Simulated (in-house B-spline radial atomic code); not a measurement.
Removal energies of one electron outside the [Ar] 3d10 4s2 core along the 31-electron series, with the parts due to correlation (partial-wave tail included) and to Breit and QED terms, both contained in the total; recoil is left out. Computed with a B-spline radial code for spherical atoms: frozen-core Dirac-Hartree-Fock with a screened correlation potential.

| ion | Z | removal energy of 4p1/2 (eV) | correlation part of 4p1/2 (eV) | Breit and QED part of 4p1/2 (eV) | removal energy of 4p3/2 (eV) | correlation part of 4p3/2 (eV) | Breit and QED part of 4p3/2 (eV) |
| --- | --- | --- | --- | --- | --- | --- | --- |
| Sn19+ | 50 | 538.78 | 1.7886 | -0.41243 | 527.78 | 1.799 | -0.26871 |
| Sb20+ | 51 | 585.65 | 1.8125 | -0.4599 | 573.26 | 1.827 | -0.30038 |
| Te21+ | 52 | 634.4 | 1.8355 | -0.51082 | 620.51 | 1.8543 | -0.33431 |
| I22+ | 53 | 685.06 | 1.8572 | -0.56539 | 669.51 | 1.8807 | -0.37061 |
| Xe23+ | 54 | 737.61 | 1.8778 | -0.62371 | 720.28 | 1.9064 | -0.4093 |
| Cs24+ | 55 | 792.08 | 1.8973 | -0.68597 | 772.82 | 1.9315 | -0.45053 |
| Ba25+ | 56 | 848.48 | 1.9158 | -0.75232 | 827.12 | 1.9557 | -0.49432 |
